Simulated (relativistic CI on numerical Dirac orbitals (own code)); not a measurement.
# What each ingredient does to the levels of Co XVIII

Base calculation: Dirac-Coulomb-Breit CI, separate exchange-only KLI orbitals for each configuration, model QED (radiative potential, 1s self-energy scaled to tabulated hydrogen-like ionisation energies), unscaled Slater integrals.

Configurations in the expansion (outside the closed core 1s2): 2s2 2p6, 2s2 2p5 3s, 2s2 2p5 3p, 2s2 2p5 3d, 2s 2p6 3s, 2s 2p6 3p, 2s 2p6 3d, 2s2 2p5 4s, 2s2 2p5 4p, 2s2 2p5 4d, 2s2 2p5 4f, 2s2 2p4 3s2, 2s 2p6 4s, 2s 2p6 4p, 2s2 2p4 3s 3p, 2s 2p6 4d. Levels of other configurations are missing.

Variants: (1) Breit term removed; (2) non-relativistic limit. Shifts of the energy above 2s2 2p6 1S_0, in eV, for the lowest level and the first level of each name with at least 55 % of one term (blank where a level changes its place among those of its configuration and J or its character, or is not in the variant):

```tsv
Level	Base	Δ(1)	Δ(2)
2s2 2p6 1S_0	0.000	0.000	0.000
2s2 2p5 3s 3P°_2	800.089	+0.609	+5.841
2s2 2p5 3s 1P°_1	802.206	+0.602	
2s2 2p5 3s 3P°_0	815.106	+0.960	-9.176
2s2 2p5 3s 3P°_1	816.408	+0.988	
2s2 2p5 3p 3S_1	832.349	+0.540	+1.300
2s2 2p5 3p 3D_2	836.021	+0.530	+3.749
2s2 2p5 3p 3D_3	838.095	+0.635	+1.675
2s2 2p5 3p 3P_2	841.276	+0.581	
2s2 2p5 3p 3P_0	847.684	+0.669	-4.602
2s2 2p5 3p 3D_1	850.428	+0.914	
2s2 2p5 3p 3P_1	854.202	+0.929	
2s2 2p5 3p 1S_0	869.682	+0.719	-4.108
2s2 2p5 3d 3P°_0	881.130	+0.559	+1.336
2s2 2p5 3d 3P°_1	882.227	+0.646	+0.238
2s2 2p5 3d 3P°_2	884.306	+0.712	-1.840
2s2 2p5 3d 3F°_4	884.407	+0.762	+0.978
2s2 2p5 3d 3F°_3	885.234	+0.717	+0.151
2s2 2p5 3d 3D°_3	888.335	+0.713	
2s2 2p5 3d 3D°_1	893.768	+0.747	-4.088
2s2 2p5 3d 3F°_2	900.151	+1.063	
2s2 2p5 3d 1P°_1	909.790	+1.085	-7.195
```

At this charge energies of transitions that change n are usually good to better than 1 %, and those within a shell (Δn = 0) to a few per cent.

Ionisation energy from the two ground configurations alone: base 1395.96 eV; Breit term removed 1396.72 eV. The NIST ASD value (measured) is 1397.2 eV.

LS names give the leading component of a level, which can be under half, so a name can repeat, a term be missing and a line seem to break the LS rules.
